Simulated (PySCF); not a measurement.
A made-up structure of BSiH4Br, singlet:

```csv
atom,x (Å),y (Å),z (Å)
B1,-0.8370,0.0760,-0.5733
Si2,0.5338,0.0933,0.3399
Br3,0.7801,-2.0541,0.8951
H4,-1.4639,-0.9787,-0.7979
H5,-1.0335,1.1833,-0.9085
H6,0.2944,1.0349,1.5931
H7,1.7261,0.6453,-0.5485
```

It is relaxed with PBE-D4/def2-SVP and then PBE0-D4/def2-TZVP (PySCF 2.14 with density fitting (its default auxiliary sets; JK sets also for MP2 and CCSD(T))). Atoms count as bonded within 1.22 times the sum of their covalent radii (H–H: 0.88 Å). The end point is not checked to be a true minimum.

Does its bonding change? (Judge from chemistry; the calculation decides.)

By the calculation: No: no bond forms or breaks.

Where it ends: The first stage lowers the energy by 1.96 eV in 13 steps. It ends as BSiH₄Br ([BH2][SiH2][Br]):
```
atom    x (Å)    y (Å)    z (Å)
  B1  -0.9768   0.3110  -0.7088
 Si2   0.6374  -0.0660   0.4178
 Br3   0.8822  -2.2227   0.9347
  H4  -1.7409  -0.5319  -1.0667
  H5  -1.1806   1.4438  -1.0362
  H6   0.5550   0.6881   1.6980
  H7   1.8721   0.3592  -0.2952
```

Labels in which every atom is bracketed show which atoms are joined, not bond orders.

For scale, one of the runs: PBE0-D4/def2-TZVP relaxation, 140 basis functions, launched by `OMP_NUM_THREADS=2 python run.py`. The run took 49 s on 2 CPU threads of an Arm Neoverse V1 (shared host), with 1.4 GiB of host memory at its peak.
